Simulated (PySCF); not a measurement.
**Fine-structure interval of Lu by level of theory**

Lu [Xe] 4f14 5d1 6s2 [5d3/2^1, M_J = 3/2] → Lu [Xe] 4f14 5d1 6s2 [5d5/2^1, M_J = 5/2], as a difference of total energies. Computed with PySCF 2.14 in x2c-SVPall-2c with one added diffuse shell each of s, p, d type (8s11p10d2f1g, 114 functions), with the two-component X2C-1e Hamiltonian. Correlated levels: [Ar] 3d10 frozen; the 6 highest virtual spinors dropped. "Screened" scales the spin-orbit matrix elements by Boettger's factors to mimic the two-electron term; Breit and QED terms are absent.

```csv
method,fine-structure interval (cm⁻¹),error (cm⁻¹)
GHF (screened spin-orbit),1718.1,-276
GMP2 (screened spin-orbit),2290.9,+297
```

Reference: 1993.9 cm⁻¹ (measured; NIST Handbook of Basic Atomic Spectroscopic Data (Sansonetti and Martin, J. Phys. Chem. Ref. Data 34, 1559 (2005))).

Errors of the correlated levels include the incompleteness of this basis and the frozen core.
